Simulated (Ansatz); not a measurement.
The cluster Mg3O4⁻, relaxed as a doublet with UKS PBE0-D4/def2-SVPD in Ansatz, starting from the GFN1-xTB geometry. Force threshold 0.02 eV/Å.

The structure comes from a short search, and lower isomers may exist.

Start:

```xyz
7

Mg    1.5902   -2.7143    1.8035
Mg   -0.8615    1.2171    1.6097
Mg    0.1683   -0.2080   -0.3750
O     0.5699    1.3154   -1.3822
O    -1.4139    0.1485   -1.3127
O    -0.8233    1.4158   -1.3794
O     0.7703   -1.1746    1.0360
```

Estimate the energy that the relaxation releases and the steps that it takes.

219.0 kJ/mol, in 15 steps; 4.4 min on 4 threads of AMD EPYC on a shared host. No frequencies were taken in this run, so the end may be a saddle point.

Does the start keep its bonding and symmetry?

Bonds formed: Mg2–O5, Mg2–O7 (atoms count from 1). Metal–metal contacts that move far: Mg1–Mg3 3.61 to 3.00 Å. The end is the same structure that another start reached.

Predict the relaxed structure.


Cartesian coordinates in Å:
```
Mg 1.456 -2.330 1.551
Mg -1.073 0.443 1.470
Mg 0.539 -0.426 -0.580
O 0.590 1.070 -1.787
O -1.251 0.477 -0.557
O -0.714 1.505 -1.407
O 0.453 -0.741 1.309
```
Bond lengths (bridged metal pairs left out): 7 × Mg–O 1.89 to 2.45 Å; 2 × O–O 1.43 to 1.44 Å.
